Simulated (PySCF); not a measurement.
Compound: C7H13P.
Bonds: C1–C2, C2–P3, P3–C4, C4–C5, C5–C6, C6–C7, C7–C8, C1–C6, P3–C8. Hydrogens: H9, H10 on C1; H11, H12 on C2; H13, H14 on C4; H15, H16 on C5; H17 on C6; H18, H19 on C7; H20, H21 on C8.

NICS is the negative of the GIAO shielding at a point without a nucleus: at the ring centre (0) and 1 Å above and below it (1); zz is the component along the ring normal. Level: GIAO KT3/pcSseg-1 (PySCF, non-relativistic, gas phase) on the PBE0-D3(BJ)/def2-SVP geometry, one conformer.

Ring bond lengths (Å): C1–C2 1.539, C2–P3 1.864, P3–C4 1.864, C4–C5 1.539, C5–C6 1.534, C6–C1 1.534; C1–C2 1.539, C2–P3 1.864, P3–C8 1.864, C8–C7 1.539, C7–C6 1.534, C6–C1 1.534.

Question: What do the NICS probes read (ppm)?

Answer: 
| ring | type | NICS(0) | NICS(1), two faces | NICS(1)zz, two faces | rms pucker (Å) | centre to ring atoms, mean (Å) |
| --- | --- | --- | --- | --- | --- | --- |
| C1–C2–P3–C4–C5–C6 | 6-membered ring with P; formal bonds all single | -2.7 | -2.0 / -4.2 | 1.1 / -9.2 | 0.38 | 1.55 |
| C1–C2–P3–C8–C7–C6 | 6-membered ring with P; formal bonds all single | -2.7 | -2.0 / -4.2 | 1.1 / -9.2 | 0.38 | 1.55 |

Question: What can be read from them?

Answer: 
- C1–C2–P3–C4–C5–C6: mean NICS(1)zz -4.0 ppm, shielded. C1, C2, C4, C5, C6 have four or more neighbours, so the value isn't read as a sign of a π ring current. The two faces differ by 10.3 ppm, so no symmetry operation interchanges them.
- C1–C2–P3–C8–C7–C6: mean NICS(1)zz -4.0 ppm, shielded. C1, C2, C6, C7, C8 have four or more neighbours; no verdict on aromaticity is drawn. The two faces differ by 10.3 ppm, so no symmetry operation interchanges them.

Question: What field does 11.7 T along the ring normal induce along that normal at the first NICS(1) probe listed for ring C1–C2–P3–C4–C5–C6, 1 Å off the ring?

Answer: NICSzz × B0 = 1.1 ppm × 11.7 T = 13 μT, along the applied field.

Question: What are the shieldings of the ring atoms and their hydrogens in the same run (means over atoms taken as equivalent)?

Answer: 
| atoms | environment | σ isotropic (ppm) |
| --- | --- | --- |
| C1 (×3) | ring CH2 carbon | 154.7 |
| C2 (×3) | sp3 carbon bound to phosphorus | 161.3 |
| P3 | phosphine phosphorus | 428.9 |
| C6 | sp3 carbon at a ring junction | 155.3 |
| H9 (×6) | methylene hydrogen | 29.76 |
| H11 (×6) | methylene hydrogen | 29.87 |
| H17 | methine hydrogen | 30.20 |

Question: How do the values depend on the level or the medium?

Answer: 
| level | NICS(0), C1–C2–P3–C4–C5–C6 | mean NICS(1)zz, C1–C2–P3–C4–C5–C6 | NICS(0), C1–C2–P3–C8–C7–C6 | mean NICS(1)zz, C1–C2–P3–C8–C7–C6 |
| --- | --- | --- | --- | --- |
| KT3/pcSseg-1, gas | -2.7 | -4.0 | -2.7 | -4.0 |
| PBE0/pcSseg-1, gas | -3.2 | -4.6 | -3.2 | -4.6 |
| PBE0/pcSseg-1, IEF-PCM dimethylsulfoxide | -3.1 | -4.5 | -3.1 | -4.5 |
| PBE0/pcSseg-1, IEF-PCM methanol | -3.1 | -4.5 | -3.1 | -4.6 |

The geometry is the same throughout; the continuum's cavity takes Bondi-type radii × 1.2.
